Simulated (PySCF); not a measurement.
**Spinor energies of Sn⁺ (tin, charge +1)**

Start: [Kr] 4d10 5s1 5p1 5d1; 5s1/2 filled at m_j = +1/2; 5p3/2 filled at m_j = +3/2; 5d5/2 filled at m_j = +5/2. Calculated with PySCF 2.14 in x2c-TZVPall-2c with one added diffuse shell each of s, p, d, f type (9s10p6d3f, 90 functions): generalised Hartree-Fock with the X2C-1e Hamiltonian and a Gaussian nucleus; one run each with spin-orbit coupling (SO) switched off, then screened by Boettger's factors. This is a chosen level, not necessarily the ground level.

```csv
spinor shell,electrons,"ε, spin-free (eV)","ε, screened SO (eV)",weight of nominal j (screened SO),"rms radius, screened SO (bohr)"
1s1/2,2,-29359.6,-29357.0,1.000,0.0333
2s1/2,2,-4535.7,-4535.0,1.000,0.136
2p1/2,2,-4065.9,-4226.0,1.000,0.118
2p3/2,4,-4065.9,-3993.1,1.000,0.123
3s1/2,2,-925.07,-924.97,1.000,0.361
3p1/2,2,-767.82,-798.03,1.000,0.354
3d3/2,4,-526.32,-531.61,1.000,0.340
3d5/2,6,-526.32,-522.76,1.000,0.343
4s1/2,2,-172.29,-172.35,1.000,0.875
4p1/2,2,-122.51,-128.01,0.999,0.930
4p3/2,4,-122.51,-120.13,1.000,0.959
4d3/2,4,-47.935,-48.692,0.961,1.17
4d5/2,6,-47.935,-47.561,0.974,1.18
5s1/2,1,-25.749,-25.778,0.999,2.45
5p3/2,1,-17.695,-17.504,1.000,3.04
5d5/2,1,-7.077,-7.086,1.000,4.99
```

Question: Where does 3p3/2 lie, and what is the 3p spin-orbit splitting (screened SO)?

Answer: At -754.10 eV, 43.935 eV above 3p1/2.

```json
{"quantity": "E (hartree)", "spin-free": "-6172.33886", "screened SO": "-6173.79250"}
{"quantity": "M_J", "spin-free": "9/2", "screened SO": "9/2"}
{"quantity": "⟨J²⟩", "spin-free": "24.758", "screened SO": "24.758"}
{"quantity": "⟨L²⟩", "spin-free": "12.006", "screened SO": "12.023"}
{"quantity": "⟨S²⟩", "spin-free": "3.751", "screened SO": "3.769"}
```

Each row is a mean over spinors that exchange with the open shell spreads, by up to 0.781 eV (4d5/2).

Breit and QED terms are absent; they matter most for the inner s and p1/2 levels.

Densities and radii are taken from the X2C orbitals without a picture-change correction, which distorts them close to the nucleus.

Without spin-orbit coupling the j labels of p, d and f shells carry no meaning; the spin-free column gives the mean over the occupied spinors of each nl shell.
